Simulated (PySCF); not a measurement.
ClH5O2Si2.

```xyz
10

O     -1.4661     1.3228    -0.1607
Si    -1.2957    -0.2518     0.3389
O     -1.6206    -1.3767    -0.8411
Si     0.9867    -0.5246     0.7915
Cl     1.8557     0.7879    -0.5976
H     -0.7165     1.6570    -0.6702
H     -2.2250    -0.4022     1.4923
H     -2.5206    -1.4066    -1.1821
H      1.5487    -1.8851     0.5587
H      1.3869    -0.0572     2.1515
```

Geometry optimised at PBE0-D3(BJ)/def2-SVP. This is a generated structure with no PubChem entry under its InChIKey; it may be hypothetical. Other conformers were not sampled.

Level of theory: PBE0/pcSseg-1 (PySCF). Non-relativistic, no solvent.

Give the absolute GIAO shielding of each atom: isotropic value and principal components (ppm). (The exact figures need the calculation; the answer reports its results.)


| atom | σ(iso) | σ11 | σ22 | σ33 | span |
|---|---|---|---|---|---|
| O1 | 261.0 | 187.0 | 264.7 | 331.4 | 144.3 |
| Si2 | 368.6 | 341.2 | 374.1 | 390.5 | 49.2 |
| O3 | 264.7 | 214.4 | 273.9 | 305.8 | 91.3 |
| Si4 | 374.6 | 333.2 | 345.5 | 445.3 | 112.0 |
| Cl5 | 1066.7 | 1018.4 | 1058.6 | 1123.2 | 104.8 |
| H6 | 27.8 | 18.9 | 26.2 | 38.5 | 19.6 |
| H7 | 26.2 | 22.8 | 24.0 | 31.8 | 9.0 |
| H8 | 29.1 | 21.7 | 23.8 | 41.7 | 20.0 |
| H9 | 26.2 | 22.7 | 24.4 | 31.5 | 8.8 |
| H10 | 26.3 | 22.6 | 24.5 | 31.9 | 9.3 |
